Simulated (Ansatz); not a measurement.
## Nudged elastic band run: C$_{2}$H$_{4}$SSi

input.yaml

```yaml
crystal:
  periodic: [false, false, false]
  atoms:
    - { symbol: S, position_ang: [-1.802476, 1.130585, 1.488211] }
    - { symbol: C, position_ang: [-0.747347, 0.543269, 0.423041] }
    - { symbol: C, position_ang: [0.701696, 0.561286, 0.213484] }
    - { symbol: Si, position_ang: [-0.185319, -0.926423, -0.582823] }
    - { symbol: H, position_ang: [1.020698, 1.17053, -0.663528] }
    - { symbol: H, position_ang: [1.395647, 0.671891, 1.071985] }
    - { symbol: H, position_ang: [-0.075691, -0.935005, -2.077911] }
    - { symbol: H, position_ang: [-0.215108, -2.273231, 0.071741] }
basis:
  gaussian: { orbitals: def2-SVP }
hamiltonian:
  xc: lda
neb:
  order_check: false
  images: 7
  f_tol: 0.05
  max_iterations: 60
  initial_path: idpp
  final_atoms:
    - { symbol: S, position_ang: [-1.80361569, 1.13252295, 1.48482795] }
    - { symbol: C, position_ang: [-0.7477881, 0.54420427, 0.42101078] }
    - { symbol: C, position_ang: [0.70182924, 0.56050631, 0.21442169] }
    - { symbol: Si, position_ang: [-0.18561897, -0.9262253, -0.58362422] }
    - { symbol: H, position_ang: [1.39335125, 0.66744948, 1.07535132] }
    - { symbol: H, position_ang: [1.02495008, 1.17128521, -0.65992897] }
    - { symbol: H, position_ang: [-0.08157963, -0.93397235, -2.07933292] }
    - { symbol: H, position_ang: [-0.20942819, -2.27286857, 0.07147437] }
```

Launched with:

```bash
$ ansatz run input.yaml --threads 1 --pin off --max-ram 2048MiB --backend cpu --events-out ev --progress --plain --runs-dir out
```

Output, in part (warnings, iteration lines, the closing report on the highest movable image, with atoms numbered from 0):

```
NEB end point (image 0): max|allowed force component| = 1.207e-2 eV/Å (the criterion of neb.relax_end_points is 1.000e-2)
NEB end point (image 8): max|allowed force component| = 6.927e-3 eV/Å (the criterion of neb.relax_end_points is 1.000e-2)
NEB iter   1: max|band force component| = 1.910e0 eV/Å  barrier→ = 1.9561 eV  barrier← = 1.9561 eV  Δτ_max = 0.2000 Å  (312 SCF iters)
NEB iter   2: max|band force component| = 1.333e0 eV/Å  barrier→ = 1.5002 eV  barrier← = 1.5003 eV  Δτ_max = 0.2000 Å  (226 SCF iters)
NEB iter   3: max|band force component| = 6.946e-1 eV/Å  barrier→ = 1.2231 eV  barrier← = 1.2232 eV  Δτ_max = 0.2000 Å  (228 SCF iters)
NEB iter   4: max|band force component| = 8.805e-1 eV/Å  barrier→ = 1.1508 eV  barrier← = 1.1508 eV  Δτ_max = 0.1019 Å  (209 SCF iters)
NEB iter   5: max|band force component| = 8.081e-1 eV/Å  barrier→ = 1.1121 eV  barrier← = 1.1122 eV  Δτ_max = 0.1004 Å  (210 SCF iters)
NEB iter   6: max|band force component| = 9.513e-1 eV/Å  barrier→ = 1.1095 eV  barrier← = 1.1095 eV  Δτ_max = 0.0498 Å  (212 SCF iters)
NEB iter   7: max|band force component| = 3.132e-1 eV/Å  barrier→ = 1.0727 eV  barrier← = 1.0727 eV  CI = image 5  Δτ_max = 0.0460 Å  (220 SCF iters)
NEB iter   8: max|band force component| = 9.555e-2 eV/Å  barrier→ = 1.0695 eV  barrier← = 1.0695 eV  CI = image 5  Δτ_max = 0.0159 Å  (209 SCF iters)
NEB iter   9: max|band force component| = 4.150e-2 eV/Å  barrier→ = 1.0692 eV  barrier← = 1.0692 eV  CI = image 5  Δτ_max = 0.0000 Å  (450 SCF iters)
Total energy: -20752.48887123 eV, -762.6398994755 hartree
Atom 0 at    -2.205080     1.497947     0.549321 Å, force     0.014676    -0.016795    -0.002153 eV/Å
Atom 1 at    -0.864598     0.631299     0.230047 Å, force    -0.026565     0.033882     0.008847 eV/Å
Atom 2 at     0.504055     0.755522     0.231876 Å, force     0.028990    -0.016328    -0.006526 eV/Å
Atom 3 at    -0.248920    -1.058044    -0.342703 Å, force    -0.005273     0.007679    -0.006577 eV/Å
Atom 4 at     1.111649     1.638447     0.498682 Å, force    -0.007676     0.001058     0.002076 eV/Å
Atom 5 at     1.253970    -0.064866    -0.061328 Å, force    -0.013800     0.006400     0.007601 eV/Å
Atom 6 at     0.235754    -1.341217    -1.747334 Å, force     0.002965    -0.013660     0.000818 eV/Å
Atom 7 at     0.305271    -2.116187     0.585638 Å, force     0.006683    -0.002237    -0.004085 eV/Å
Dipole moment:     0.680022    -0.571127    -0.207764 e Å
```

The forces met the threshold. The profile has 2 maxima (images 1, 5) with wells between them (image 2): this band takes more than one step, which may be the mechanism or a detour left from its start path. A vibrational analysis at the climbing image gives one clearly imaginary mode, 696i cm⁻¹: a first-order saddle point.

Final band (atoms are numbered from 1 in the order of the input):

| image | path coordinate (Å) | energy (kJ/mol) | dihedral S1–C2–C3–H5 (°) |
| --- | --- | --- | --- |
| 0 | 0.00 | 0.0 | -110 |
| 1 | 0.61 | 1.9 | -70 |
| 2 | 1.23 | 0.2 | -33 |
| 3 | 1.84 | 16.6 | -13 |
| 4 | 2.45 | 68.1 | -5 |
| 5 | 3.06 | 103.2 | 0 |
| 6 | 3.66 | 70.1 | 5 |
| 7 | 4.25 | 19.4 | 12 |
| 8 | 4.84 | 0.0 | 28 |

Run time: 2.6 min on 1 CPU thread of a shared host.
